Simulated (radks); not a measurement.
Results of a calculation; reference values are marked as such.
Q: Cs+, configuration [Xe]. Code: a radial shooting solver on a logarithmic mesh with Libxc functionals. Model: Dirac Kohn-Sham, PBE, spin-unpolarised, spherical densities, finite nucleus; Fermi nuclear charge, rms radius 4.8041 fm.

Spin-orbit splittings of the eigenvalues, e(l+1/2) - e(l-1/2), with zeta = 2 splitting/(2l+1) and mean radii in bohr:

| shell | occ. | splitting (eV) | zeta (eV) | <r> j=l-1/2 | <r> j=l+1/2 |
|---|---|---|---|---|---|
| 2p | 6 | 352.3 | 234.8 | 0.09403 | 0.09992 |
| 3p | 6 | 67.51 | 45.00 | 0.2887 | 0.3005 |
| 3d | 10 | 14.33 | 5.733 | 0.2714 | 0.2751 |
| 4p | 6 | ? | ? | 0.7206 | 0.7481 |
| 4d | 10 | 2.285 | 0.9139 | 0.8307 | 0.8411 |
| 5p | 6 | 1.648 | 1.098 | 2.009 | 2.101 |
| 5d | 0 | 0.09116 | 0.03646 | 3.680 | 3.739 |

Estimate the 4p splitting.

A: 13.77 eV (zeta = 9.179 eV).
